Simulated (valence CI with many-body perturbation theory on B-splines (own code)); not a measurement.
## Energy levels of Ar²⁺

Method: relativistic CI+MBPT: six valence electrons over a frozen Dirac-Fock core [Ne], radial functions for each j: 9 s, 9 p, 8 d, 6 f, 3 g, 1 h, with the one-electron correlation potential Σ1, the two-electron term Σ2, the three-electron term Σ3, Breit, model QED; selected CI, second order for the rest, scaled by the run's own slope (own B-spline code, finite nucleus).

Against 28 measured levels this calculation errs by 170 cm⁻¹ on average and by 441 at most. These come from a selection out of Saloman, J. Phys. Chem. Ref. Data 39, 033101 (2010). Levels without a partner in it may be off by more. Among the levels kept, up to 2000 cm⁻¹ of a level comes from second order outside the variational space, and about a tenth of that is noise between levels of different J, which matters for small intervals.

Levels 1 to 30 of 30, with energies above the lowest level, 3s2 3p4 3P_2. "Leading %" is the weight of the configuration and term that name the level; weights of strongly mixed levels are sums over their largest components and can fall short. In the jj column 3d3/2^4 stands for four electrons in 3d with j = 3/2. Lifetimes count E1, E2, E3, M1 and M2 decay at the calculated energies, and are blank where another channel may lead or the interval is too uncertain; long ones can be off by a factor of two.

```
No.  Configuration  Term  J  E (eV)  Leading %                       Leading jj     Second component  Lifetime
  1        3s2 3p4    3P  2   0.000         94      3s^2 3p1/2^2 3p3/2^2 (67 %)                               
  2        3s2 3p4    3P  1   0.138         94        3s^2 3p1/2 3p3/2^3 (94 %)                         31.9 s
  3        3s2 3p4    3P  0   0.196         94              3s^2 3p3/2^4 (58 %)                          187 s
  4        3s2 3p4    1D  2   1.752         93        3s^2 3p1/2 3p3/2^3 (67 %)                         2.41 s
  5        3s2 3p4    1S  0   4.158         91      3s^2 3p1/2^2 3p3/2^2 (57 %)                         150 ms
  6         3s 3p5   3P°  2  14.086         72        3s 3p1/2^2 3p3/2^3 (72 %)  22 % 3s2 3p3 3d 3P°   3.29 ns
  7         3s 3p5   3P°  1  14.209         72          3s 3p1/2 3p3/2^4 (47 %)  22 % 3s2 3p3 3d 3P°   3.24 ns
  8         3s 3p5   3P°  0  14.273         72          3s 3p1/2 3p3/2^4 (72 %)  22 % 3s2 3p3 3d 3P°   3.22 ns
  9     3s2 3p3 3d   1P°  1  17.850         51        3s 3p1/2^2 3p3/2^3 (27 %)      43 % 3s 3p5 1P°   1.60 ns
 10     3s2 3p3 3d   5D°  0  17.927         94  3s^2 3p1/2 3p3/2^2 3d3/2 (52 %)                         684 ns
 11     3s2 3p3 3d   5D°  1  17.929         94  3s^2 3p1/2 3p3/2^2 3d3/2 (48 %)                         761 ns
 12     3s2 3p3 3d   5D°  4  17.932         94  3s^2 3p1/2 3p3/2^2 3d5/2 (52 %)                               
 13     3s2 3p3 3d   5D°  2  17.932         94  3s^2 3p1/2 3p3/2^2 3d3/2 (37 %)                        1.12 μs
 14     3s2 3p3 3d   5D°  3  17.933         94  3s^2 3p1/2 3p3/2^2 3d5/2 (30 %)                        2.31 μs
 15     3s2 3p3 3d   3D°  3  19.441         93  3s^2 3p1/2 3p3/2^2 3d5/2 (57 %)                        24.2 ns
 16     3s2 3p3 3d   3D°  2  19.443         93        3s^2 3p3/2^3 3d5/2 (28 %)                        20.7 ns
 17     3s2 3p3 3d   3D°  1  19.453         94  3s^2 3p1/2 3p3/2^2 3d5/2 (48 %)                        19.0 ns
 18     3s2 3p3 3d   1S°  0  20.047         92  3s^2 3p1/2 3p3/2^2 3d5/2 (55 %)                         849 ns
 19     3s2 3p3 3d   3F°  2  20.173         93  3s^2 3p1/2 3p3/2^2 3d3/2 (48 %)                        1.63 μs
 20     3s2 3p3 3d   3F°  3  20.212         93  3s^2 3p1/2 3p3/2^2 3d3/2 (42 %)                         719 ns
 21     3s2 3p3 3d   3F°  4  20.259         93  3s^2 3p1/2 3p3/2^2 3d5/2 (67 %)                         295 ms
 22     3s2 3p3 3d   3G°  3  21.355         94  3s^2 3p1/2 3p3/2^2 3d3/2 (40 %)                         609 ns
 23     3s2 3p3 3d   3G°  4  21.357         94  3s^2 3p1/2 3p3/2^2 3d3/2 (44 %)                               
 24     3s2 3p3 3d   3G°  5  21.361         94  3s^2 3p1/2 3p3/2^2 3d5/2 (94 %)                               
 25     3s2 3p3 4s   5S°  2  21.565         93     3s^2 3p1/2 3p3/2^2 4s (51 %)                         348 ns
 26     3s2 3p3 3d   1G°  4  21.805         94  3s^2 3p1/2 3p3/2^2 3d3/2 (40 %)                               
 27     3s2 3p3 3d   1D°  2  22.279         93        3s^2 3p3/2^3 3d5/2 (24 %)                        3.06 ns
 28     3s2 3p3 4s   3S°  1  22.348         92     3s^2 3p1/2 3p3/2^2 4s (51 %)                         119 ps
 29     3s2 3p3 3d   3F°  4  23.133         92  3s^2 3p1/2^2 3p3/2 3d5/2 (40 %)                        28.3 ms
 30     3s2 3p3 3d   3F°  3  23.167         92  3s^2 3p1/2 3p3/2^2 3d5/2 (39 %)                         447 ns
```

Names give the largest LS component (configuration and term), which can be under half, so a name can repeat, a term be missing and a line seem to break the LS rules; names also repeat where a configuration has a term twice.

Where two levels of one J and parity lie close, their mixing, g and order are uncertain.

The ionisation energy to 3s2 3p3 4S°_3/2 of the next ion comes out as 40.656 eV (NIST: 40.735 ± 0.012 eV (semi-empirical)). All 30 levels together are meant to be complete up to 23.176 eV.
